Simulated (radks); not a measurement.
Task: Isoelectronic series with 2 electrons, each ion in its NIST ground configuration. Method: non-relativistic Kohn-Sham, BLYP, spin-polarised, spherical densities, point nucleus; computed with a radial shooting solver on a logarithmic mesh with Libxc functionals. Total energies (hartree) and orbital eigenvalues (eV):

ion    configuration  E (hartree)         1s
He              [He]     -2.90707   -15.9155
Be2+            [He]    -13.65003  -132.6830
C4+             [He]    -32.38963  -358.2041
O6+             [He]    -59.12863  -692.5411
Ne8+            [He]    -93.86750  -1135.710
Mg10+           [He]   -136.60637  -1687.718
Si12+           [He]   -187.34525  -2348.567
S14+            [He]   -246.08416  -3118.259
Ar16+           [He]   -312.82309  -3996.795
Ca18+           [He]   -387.56204  -4984.174
Ti20+           [He]   -470.30101  -6080.398
Cr22+           [He]   -561.03999  -7285.467
Fe24+           [He]   -659.77898  -8599.380
Zn28+           [He]   -881.25700  -11553.74
Ge30+           [He]  -1003.99602  -13194.19
Se32+           [He]  -1134.73504  -14943.49
Kr34+           [He]  -1273.47407  -16801.62
Sr36+           [He]  -1420.21310  -18768.61
Zr38+           [He]  -1574.95214  -20844.44
Mo40+           [He]  -1737.69118  -23029.11
Ru42+           [He]  -1908.43022  -25322.64
Pd44+           [He]  -2087.16926  -27725.00
Cd46+           [He]  -2273.90830  -30236.21

Estimate the row of Ni26+ ([He]).

Result: E (hartree) -766.51799; 1s -10022.14.
